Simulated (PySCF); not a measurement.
**Dipole moment and polarisability of `C#C[C@H](F)C(F)F`**

C4H3F3.
Cartesian coordinates in Å at the GFN2-xTB level; atoms count from 1:
```
atom  x, y, z in Å
C1     2.0905    0.9571   -0.1365
C2     1.1678    0.1963   -0.1310
C3     0.0428   -0.7206   -0.1644
F4     0.1138   -1.5388   -1.2706
C5    -1.2819    0.0610   -0.2458
F6    -2.3299   -0.7488    0.0128
F7    -1.3079    1.0325    0.6921
H8     2.9038    1.6199   -0.1165
H9     0.0386   -1.3731    0.7203
H10   -1.4287    0.5192   -1.2359
```

Level: CAM-B3LYP/def2-SVPD (PySCF), static field, nuclei fixed, core orbitals frozen in the response. The polarisability tensor in these axes (au):

```
x   57.22 10.06 -0.02
y   10.06 48.41  1.38
z   -0.02  1.38 40.23
```

Give the principal values, the mean and the anisotropy Δα = √{½[(α1 − α2)² + (α2 − α3)² + (α1 − α3)²]}.

Principal values 39.60, 42.44 and 63.82 au; mean 48.62 au = 7.20 Å³ = 8.02 × 10⁻⁴⁰ C²·m²/J; Δα = 22.93 au (47 % of the mean).

What is the dipole moment, and where does it point?

(1.53, 0.98, 0.03) D, 1.82 D in size, pointing from the negative to the positive side. Measured along this direction, the outermost atoms are F6 at the negative end and H8 at the positive end.

Find the Langevin capture rate constant for H3O+ (19.018 u) meeting this molecule (108.019 u), k = 2.342 × 10⁻⁹ cm³/s × √(α in Å³ / reduced mass in u).

The reduced mass is 16.17 u, so k = 1.56 × 10⁻⁹ cm³/s. The formula leaves out the permanent dipole, which adds to the capture rate.

Give the eigenvalues of the traceless quadrupole moment Θ = ½Σq(3rr − r²1), origin at the centre of nuclear charge.

-9.77, 4.24, 5.53 D·Å. The values depend on the origin, since the dipole doesn't vanish. The electronic extent ⟨r²⟩ about the same centre is 734 bohr², a root-mean-square distance of 1.95 Å for the 54 electrons.

In TDDFT the mean static polarisability is Σ f/ω² over all singlet excitations (ω in hartree). How much of it do the 8 lowest give? Their energies (eV) and oscillator strengths: 6.25, 0.0005; 6.76, 0.0026; 6.99, 0.0006; 8.36, 0.0683; 8.60, 0.0708; 8.84, 0.0182; 9.12, 0.2318; 9.30, 0.0192.

They add up to 3.90 au, 8.0 % of the 48.62 au; the largest single term is 2.07 au, from the state at 9.12 eV. Terms in order: 0.01, 0.04, 0.01, 0.72, 0.71, 0.17, 2.07, 0.16 au. Higher excitations give the rest. The strengths listed sum to 0.412.

Geometry: GFN2-xTB, one conformer, isolated molecule.

These values come from a run that also computed excited states. The run took 47 s of wall time (with the writing of density and orbital grids) on one thread, Arm Neoverse N1 (aarch64), shared host with 64 logical CPUs at a one-minute load of 54, and the process peaked at 0.74 GiB of memory.
